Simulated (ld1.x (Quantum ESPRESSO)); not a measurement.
# Reading a pseudo-wave (P (Z = 15))

Columns: radius, all-electron u(r) and pseudo u(r) of the 3p shell (level -5.61 eV) of phosphorus in the configuration [Ne] 3s2 3p3; LDA (PZ), non-relativistic, PAW scheme, ld1.x (Quantum ESPRESSO) 7.5.

```csv
r (bohr),all-electron,pseudo
0.103,0.1374,-0.0079
0.205,0.2703,-0.0308
0.308,0.2996,-0.0679
0.410,0.2477,-0.1164
0.513,0.1490,-0.1745
0.615,0.0313,-0.2382
0.718,-0.0912,-0.3054
0.820,-0.2062,-0.3717
0.923,-0.3108,-0.4356
1.025,-0.4006,-0.4934
1.128,-0.4768,-0.5446
1.230,-0.5383,-0.5871
1.332,-0.5866,-0.6208
1.435,-0.6234,-0.6463
1.538,-0.6495,-0.6637
1.640,-0.6660,-0.6739
1.743,-0.6747,-0.6784
1.845,-0.6766,-0.6778
1.948,-0.6730,-0.6732
2.050,-0.6649,-0.6649
2.153,-0.6529,-0.6529
2.255,-0.6382,-0.6382
2.358,-0.6210,-0.6210
2.460,-0.6022,-0.6022
2.562,-0.5822,-0.5822
2.665,-0.5612,-0.5612
```

**Question.** How many radial nodes do the two functions have?

**Answer.** The all-electron 3p function has n − l − 1 = 1; the pseudo-wave has 0, since the states of the same l below it are removed with the core.

**Question.** At about which radius was the pseudo-wave matched?

**Answer.** 2.05 bohr, where the columns begin to agree (steps of 0.10 bohr).

**Question.** Where does each function peak?

**Answer.** Outermost all-electron maximum near 1.84 bohr, pseudo maximum near 1.74 bohr (to the table’s step).

**Question.** Is the pseudo-wave norm-conserving?

**Answer.** No, it belongs to a PAW set: the norm inside the radius is not constrained, and the difference is carried by the augmentation charge.
